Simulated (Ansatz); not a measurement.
Computed with Ansatz on PBE0-D4/def2-TZVP structures; ΔE is electronic, products minus reactants. CCSD(T)/CBS adds triple-zeta CCSD(T) − MP2 to the extrapolated MP2 energy (def2 sets, frozen cores). This one scheme is used for every species. Functionals use def2-TZVPP. One conformer a species, not always the lowest.

Reaction (ligand exchange at the Si–N bond): `N[SiH2]/N=C(/N)F` + `SS` → `N[SiH2]SS` + `N=C(N)F`

`N[SiH2]/N=C(/N)F`:

Cartesian coordinates in Å:
```
N -0.709 1.949 -1.509
Si 0.324 1.326 -0.293
N 0.266 -0.390 -0.144
C 0.160 -1.144 0.837
N 0.055 -2.490 0.831
F 0.102 -0.714 2.126
H -0.559 1.698 -2.473
H -1.692 2.052 -1.317
H -0.068 2.010 0.968
H 1.719 1.659 -0.674
H 0.175 -2.998 1.688
H 0.228 -2.958 -0.040
```

`SS`:

```xyz
4

S     1.054    0.381   -0.094
S    -0.517   -0.863   -0.504
H     0.403    1.558   -0.158
H    -0.940   -1.076    0.756
```

`N[SiH2]SS`:

```xyz
9

N    -0.154    1.410   -0.200
Si   -0.940   -0.099   -0.323
S    -0.225   -1.673    0.967
S     1.690   -1.774    0.201
H    -0.224    1.965    0.637
H     0.729    1.551   -0.664
H    -0.784   -0.560   -1.721
H    -2.358    0.050    0.090
H     2.267   -0.870    1.014
```

`N=C(N)F`:

```xyz
7

N     0.914    0.766    0.717
C    -0.018    0.308    0.017
N    -0.380   -0.994   -0.079
F    -0.845    1.069   -0.730
H     0.950    1.777    0.678
H     0.281   -1.655    0.290
H    -0.901   -1.271   -0.892
```

CCSD(T)/CBS gives -7.5 kJ/mol.

Problem. Another level gave -11.3 kJ/mol. Which?
A. BHLYP/def2-TZVPP
B. revPBE/def2-TZVPP
C. BHLYP-D4/def2-TZVPP
D. BLYP-D4/def2-TZVPP

Solution. B. revPBE -11.3, BLYP-D4 -6.4, BHLYP-D4 -2.2, BHLYP 3.3 kJ/mol.

Largest T1 diagnostic among the species: 0.013.

Leaving LDA and LC-ωPBE aside and taking each functional with its dispersion term where it has one, the values, not all of them listed here, spread over 15.4 kJ/mol, from revPBE-D4 to CAM-B3LYP-D4. The D4 term adds −4.9 kJ/mol with B3LYP and −2.5 kJ/mol with PBE0; it sums over pairs of atoms, weighted by their polarisabilities, and B3LYP, whose exchange is more repulsive, gets the larger term.

CCSD(T)/CBS has its own doubt, a few kJ/mol and more with outer-core shells, so smaller differences from it don't rank the levels.

B3LYP here is the variant with VWN-RPA as its local correlation; programs differ in this.
